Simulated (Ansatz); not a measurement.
Ansatz (an electronic-structure program) input (RI-MP2/cc-pV(Q+d)Z):
A basis named .json is the Basis Set Exchange file of that set.

Ansatz 0.2 input:
```yaml
crystal:
  periodic: [false, false, false]
  atoms:
    - {symbol: C, position_ang: [-1.89185632, 0.75683520, 0.07922877]}
    - {symbol: C, position_ang: [-0.96048447, -0.33597314, 0.44821360]}
    - {symbol: C, position_ang: [0.28389013, -0.15875099, 1.24398250]}
    - {symbol: C, position_ang: [1.55818684, 0.03541040, 0.42440364]}
    - {symbol: Cl, position_ang: [1.51031136, 1.55951354, -0.54515377]}
    - {symbol: Cl, position_ang: [-1.05574708, -1.78998364, -0.49517011]}
    - {symbol: H, position_ang: [-1.62229510, 1.21193656, -0.88244078]}
    - {symbol: H, position_ang: [-2.91779111, 0.39229070, -0.00682336]}
    - {symbol: H, position_ang: [-1.86032550, 1.54452719, 0.83338742]}
    - {symbol: H, position_ang: [0.45227840, -1.04396865, 1.86916049]}
    - {symbol: H, position_ang: [0.15604136, 0.69486478, 1.91287258]}
    - {symbol: H, position_ang: [1.69597272, -0.77558598, -0.28567908]}
    - {symbol: H, position_ang: [2.43010958, 0.10879841, 1.07005743]}
basis:
  gaussian:
    orbitals: cc-pV_Q+d_Z.json
    fitting: {mean_field: def2-universal-jkfit, correlation: cc-pVQZ-RIFIT.json}
magnetization: {spin_polarized: true, initial_magnetization: 1}
correlation: {method: mp2, electrons: outside_noble_gas}
```

End of the output:

```
integrals: 1.63 GiB planned
682 factors; integrals over basis functions are off by at most 3.9e0 eV
1.62 GiB of device memory are held for the factors and their scratch space
mean field: 3.29 GiB planned
mean field evaluation 1: about -29238.4142 eV, gradient 2.3e1 eV
mean field evaluation 2: about -29241.5100 eV, gradient 8.5e0 eV
mean field evaluation 4: about -29242.0621 eV, gradient 1.1e0 eV
mean field evaluation 8: about -29242.0806 eV, gradient 2.3e-6 eV
mean field -29242.08058561 eV, -1074.6266405270 hartree, gradient 2.3e-6 eV, S^2 0.768160; 0 other end points of the search recorded, 0 dependent functions left out
14 core orbitals not correlated
1229 factors; their error is unknown
reference -29242.08058561 eV, -1074.6266405270 hartree; 19, 18 occupied and 525, 526 virtual orbitals, 1229 factors
second order -30.49554787 eV of doubles, -0.00000000 eV of singles
Total energy: -29272.57613348 eV, -1075.7473312405 hartree
```

It need not be the lowest isomer of its formula.
